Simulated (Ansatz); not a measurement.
`C[Si](N)(Cl)Br` and `C[Si](N)(F)Cl` differ in one atom or group.

Ansatz, PBE0-D4/def2-TZVP geometries, multiplicity 1. Each molecule was computed in one conformer, which needn't be the lowest.

Scalar relativity is left out up to krypton. Spin–orbit coupling is left out; it splits and shifts lone-pair levels of the heavy atoms by tenths of an eV.

```
                                      property  `C[Si](N)(Cl)Br`
zero-point energy (PBE0-D4/def2-TZVP) / kJ/mol             174.5
            HOMO energy (PBE0/def2-TZVPP) / eV             -7.99
         HOMO energy (ωB97M-V/def2-TZVPP) / eV            -10.31
          HOMO–LUMO gap (PBE0/def2-TZVPP) / eV              8.48
             LUMO energy (PBE/def2-TZVPP) / eV             -0.46
           LUMO energy (B3LYP/def2-TZVPP) / eV              0.19
```

(1) What does the change do to each property? (An estimate is asked.)

Results:

(1) Computed: 
```json
{"property": "zero-point energy (PBE0-D4/def2-TZVP) / kJ/mol", "`C[Si](N)(F)Cl`": "178.6", "shift": "4.1"}
{"property": "HOMO energy (PBE0/def2-TZVPP) / eV", "`C[Si](N)(F)Cl`": "-8.12", "shift": "-0.13"}
{"property": "HOMO energy (ωB97M-V/def2-TZVPP) / eV", "`C[Si](N)(F)Cl`": "-10.53", "shift": "-0.22"}
{"property": "HOMO–LUMO gap (PBE0/def2-TZVPP) / eV", "`C[Si](N)(F)Cl`": "8.82", "shift": "0.34"}
{"property": "LUMO energy (PBE/def2-TZVPP) / eV", "`C[Si](N)(F)Cl`": "-0.12", "shift": "0.34"}
{"property": "LUMO energy (B3LYP/def2-TZVPP) / eV", "`C[Si](N)(F)Cl`": "0.34", "shift": "0.15"}
```

With PBE0 the HOMO falls by 0.13 eV and the LUMO rises by 0.21 eV, so the gap widens by about 0.34 eV. PBE moves the HOMO by -0.04 eV and ωB97M-V by -0.22 eV.

Positive LUMOs are unbound, so they and the gaps depend on the basis.

B3LYP here is the variant with VWN-RPA as its local correlation; programs differ in this.
